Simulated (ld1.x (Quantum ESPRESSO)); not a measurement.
## Ranking TM potentials for Nb (Z = 41)

All share these settings but for the change named:

Nb, norm-conserving Troullier–Martins (Kleinman–Bylander form), made with ld1.x (Quantum ESPRESSO) 7.5 (revPBE, scalar-relativistic). Core [Ar] 3d10, reference 4s2 4p6 4d5 5s0 5p0. Waves: 4s (bound): rc 1.75 bohr; 4d (bound): rc 2.05 bohr; 4p (bound): rc 1.70 bohr. Local part: the p channel. Core correction: Bessel-smoothed model core inside 1.15 bohr.

Test errors are all-electron minus pseudo excitation energies from the reference, over 4s2 4p6 4d4 5s1 5p0; 4s2 4p6 4d4 5s0 5p0; 4s2 4p6 4d3 5s0 5p0; 4s2 4p6 4d1 5s0 5p0; 4s2 4p6 4d3 5s1 5p1; 4s2 4p5 4d4 5s1 5p0; 4s1 4p6 4d4 5s1 5p0. None of these files shows a bound ghost.

The base gives 518.3 meV.

Of 8 variants that were run, those that failed, showed a ghost or another fault, or gave nearly equal values are left out.

A variant can come out equal or close to the base, since the largest error may sit in a test that the change hardly touches while other tests move.

(1) Rank these variants by their largest absolute test error, smallest first.
A. core correction Bessel-smoothed model core inside 1.10 bohr
B. all radii but the core radius scaled by about 1.25 (s 2.18, p 2.12, d 2.56 bohr)
C. local potential the s channel
D. wave 4s (bound): rc 1.75 bohr becomes 4s (bound): rc 2.46 bohr

Results:

(1) A (518.8 meV), C (1297.7 meV), B (1467.6 meV), D (1927.2 meV).
